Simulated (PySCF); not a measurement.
PySCF input file for Al(Cl)2(SeH) (AlCl2HSe), SMILES [Cl][Al]([Cl])[SeH], B3LYP-D3(BJ)/def2-SVP. Coordinates come from a B3LYP-D3(BJ)/def2-SVP optimisation. One conformer was computed; it need not be the lowest.

```python
import numpy as np
from pyscf import gto, scf, dft, df
from pyscf.hessian import thermo

mol = gto.M(
    atom='''
    Al   -0.00014889    0.54472229    0.00000000
    Cl    1.81931729    1.58275289    0.00000000
    Cl   -1.80239802    1.61675519    0.00000000
    Se    0.03400366   -1.75466058    0.00000000
    H    -1.44181662   -1.81456740    0.00000000
    ''',
    basis='def2-SVP',
    charge=0,
    spin=0,
    max_memory=1600,
    verbose=3,
)
mf = dft.RKS(mol, xc='b3lyp').density_fit(auxbasis='def2-universal-jkfit')
mf.disp = 'd3bj'
mf.grids.level = 3
mf.conv_tol = 1e-11
mf.max_cycle = 100
mf.kernel()

# [left out here: the lines that compute and print the analytic Hessian (its translational invariance restored by hand, since the grid's response is missing), thermochemistry and intensities]
```

Log of the run:

```
converged SCF energy = -3564.60559485071

WARN: DFTD3 does not support analytical Hessian, using finite difference


WARN: Mole.unit (angstrom) is changed to Bohr

Mode                                 0                   1                   2
Irrep
Freq [cm^-1]                      105.8484            131.3042            183.7332
Reduced mass [au]                  21.2648             35.1640             27.0059
Force const [Dyne/A]                0.1404              0.3572              0.5371
Char temp [K]                     152.2923            188.9175            264.3512
Normal mode                   x     y     z       x     y     z       x     y     z
       0  Al                -0.08  0.00  0.00   -0.01 -0.04 -0.00   -0.00  0.00 -0.17
       1  Cl                -0.02 -0.10 -0.00   -0.07  0.07  0.00    0.00 -0.00  0.04
       2  Cl                -0.03  0.08 -0.00    0.06  0.08  0.00   -0.00  0.00  0.05
       3  Se                 0.05  0.01 -0.00    0.01 -0.05 -0.00    0.00 -0.00  0.02
       4   H                 0.06 -0.13 -0.00    0.01 -0.06  0.00    0.00 -0.00 -0.05
Mode                                 3                   4                   5
Irrep
Freq [cm^-1]                      242.3251            306.5261            549.9282
Reduced mass [au]                   1.0322             35.8370             11.9203
Force const [Dyne/A]                0.0357              1.9839              2.1240
Char temp [K]                     348.6519            441.0228            791.2242
Normal mode                   x     y     z       x     y     z       x     y     z
       0  Al                -0.00  0.00 -0.01   -0.00 -0.06 -0.00   -0.01  0.16 -0.00
       1  Cl                 0.00 -0.00  0.01   -0.08 -0.04  0.00   -0.04 -0.03  0.00
       2  Cl                -0.00  0.00 -0.01    0.09 -0.04  0.00    0.06 -0.04  0.00
       3  Se                 0.00 -0.00 -0.01   -0.00  0.06  0.00   -0.00 -0.02  0.00
       4   H                 0.00 -0.00  0.98   -0.00  0.05  0.00    0.01 -0.23 -0.00
Mode                                 6                   7                   8
Irrep
Freq [cm^-1]                      572.5639            647.5211           2407.6720
Reduced mass [au]                   1.9326              2.3539              1.0204
Force const [Dyne/A]                0.3733              0.5815              3.4850
Char temp [K]                     823.7920            931.6388           3464.1039
Normal mode                   x     y     z       x     y     z       x     y     z
       0  Al                -0.09 -0.04  0.00    0.13 -0.01 -0.00    0.00  0.00 -0.00
       1  Cl                 0.06  0.04 -0.00   -0.04 -0.02  0.00   -0.00  0.00  0.00
       2  Cl                 0.03 -0.02 -0.00   -0.04  0.02  0.00   -0.00 -0.00 -0.00
       3  Se                -0.01  0.01 -0.00   -0.01  0.01  0.00    0.01  0.00 -0.00
       4   H                 0.03 -0.71 -0.00    0.03 -0.64 -0.00   -0.99 -0.05  0.00
temperature 298.1500 [K]
pressure 101325.00 [Pa]
Rotational constants [GHz] 2.15405 1.16143 0.75457
Symmetry number 1
Zero-point energy (ZPE) 0.01173 [Eh]   30788.422 [J/mol]
                           tot       elec      trans        rot        vib
Entropy [J/mol/K]       351.885      0.000    173.362    123.521     55.003
Cv [J/mol/K]             76.537      0.000     12.472     12.472     51.593
Cp [J/mol/K]             84.851      0.000     20.786     12.472     51.593
Internal energy [J/mol]                      3718.434   3718.434  39707.584
Internal energy [Eh]   -3564.58764  -3564.60559
Enthalpy [J/mol]                             6197.391   3718.434  39707.584
Enthalpy [Eh]          -3564.58669
Gibbs free energy [J/mol]                  -45490.383 -33109.257  23308.434
Gibbs free energy [Eh] -3564.62665
static polarisability / bohr^3: [[64.966  1.221  0.   ]
 [ 1.222 74.688  0.   ]
 [ 0.    -0.    40.954]]
largest difference of analytic and finite-field dipole derivatives / e: 0.0012596911142477296
mode   freq/cm-1   IR/(km/mol)   Raman/(A^4/amu)   depolarisation
   1      105.85         3.452             1.746            0.740
   2      131.30         6.975             2.559            0.699
   3      183.73        24.163             0.629            0.750
   4      242.33         5.202             2.999            0.750
   5      306.53         2.090            14.799            0.091
   6      549.93       129.339             1.706            0.694
   7      572.56        68.246             8.445            0.707
   8      647.52        82.771             1.276            0.702
   9     2407.67         5.809           139.133            0.298
max |gradient| / (hartree/bohr): 4.6601347048938696e-05
APT charges: [ 1.4172 -0.5437 -0.5476 -0.3299  0.004 ]
```

The calculation finished and met its thresholds.

Cost: very roughly 2.3 core-minutes.
